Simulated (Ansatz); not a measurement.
Consider the ligand exchange at a Y–N bond: `C[N](C)[Y]([NH2])[F]` + HCl → `[NH2][Y]([F])[Cl]` + dimethylamine.

Program: Ansatz. Geometries: PBE0-D4/def2-TZVP. ΔE: electronic, gas phase. CCSD(T)/CBS is the MP2 limit (def2-TZVPP, def2-QZVPP) plus CCSD(T) − MP2 in def2-TZVPP, frozen cores. This one scheme is used for every species. DFT in def2-TZVPP. def2 core potentials past Kr. For Y outer-core shells are correlated without core-valence functions, which leaves a few kJ/mol of doubt a bond. One conformer a species, not always the lowest.

```tsv
level	ΔE (eV)
PBE-D4	-1.39
r2SCAN-D4	-1.50
PBE0-D4	-1.50
ωB97X-V	-1.54
B2PLYP	-1.50
SCS-MP2/def2-QZVPP	-1.47
HF/CBS(def2)	-1.85
CCSD/CBS(def2)	-1.52
```

Q: What does CCSD(T)/CBS give? (An estimate is asked.)

A: Computed: -1.47 eV. The listed levels differ from it by 0.08, -0.03, -0.03, -0.07, -0.03, 0.00, -0.38, -0.05 eV.

Largest T1 diagnostic among the species: 0.013.

The D4 term adds +0.06 eV with B3LYP and +0.04 eV with PBE0; it sums over pairs of atoms, weighted by their polarisabilities, and B3LYP, whose exchange is more repulsive, gets the larger term. From PBE to PBE0 (25 % exact exchange), in def2-TZVPP and without D4, ΔE moves by −0.10 eV. In def2-TZVPP, CCSD(T) changes the Hartree–Fock value by +0.45 eV (the triples alone add +0.06 eV) and MP2 by +0.46 eV.

B3LYP here is the variant with VWN-RPA as its local correlation; programs differ in this.
